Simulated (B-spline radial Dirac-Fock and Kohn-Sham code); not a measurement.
## Kohn-Sham estimates against Dirac-Fock for the levels of Gd

System: neutral gadolinium in the configuration 1s2 2s2 2p6 3s2 3p6 3d10 4s2 4p6 4d10 4f7 5s2 5p6 6s2 6p1 (not the ground configuration).

The density-functional columns are spherical, spin-unpolarised Dirac-Kohn-Sham results without Breit or QED terms: −ε is minus the orbital energy of the initial state and ΔSCF the difference of two total energies. The reference in the last column comes from relaxed Dirac-Fock hole states (ΔSCF) with Breit and QED corrections and a finite nucleus. All numbers are from a radial finite-basis atomic code, in eV; a selection of levels is shown. The Kohn-Sham columns are given as differences from the reference. For the 1s level of heavy atoms much of the gap between ΔSCF and the reference is the Breit and QED part, -215.7 eV here; for other levels the error of the functional can be larger.

```tsv
level	LDA −ε − DF	LDA ΔSCF − DF	Dirac-Fock
1s	-253.6	+202.6	50251.9
2s	-141.5	-59.9	8396.9
2p1/2	-103.3	+0.7	7946.2
2p3/2	-110.5	-17.3	7258.5
3s	-69.8	-46.0	1901.9
3p1/2	-54.8	-29.6	1707.6
3p3/2	-53.9	-30.4	1564.2
3d3/2	-33.7	-5.8	1232.9
3d5/2	-34.4	-7.1	1202.5
4s	-33.1	-22.9	404.2
4p1/2	-25.9	-15.8	327.2
4p3/2	-26.1	-16.3	295.4
4d3/2	-13.4	-4.0	167.5
4d5/2	-13.5	-4.2	161.8
4f	-4.4	+3.5	16.55
5s	-8.9	-3.0	61.95
5p1/2	-4.3	+1.1	37.95
5p3/2	-4.4	+0.9	33.49
6s	-1.2	+1.5	6.80
6p	-1.7	+0.4	3.95
```

Values without a named source are computed, but for edge energies of neutral atoms, which are taken from tables.
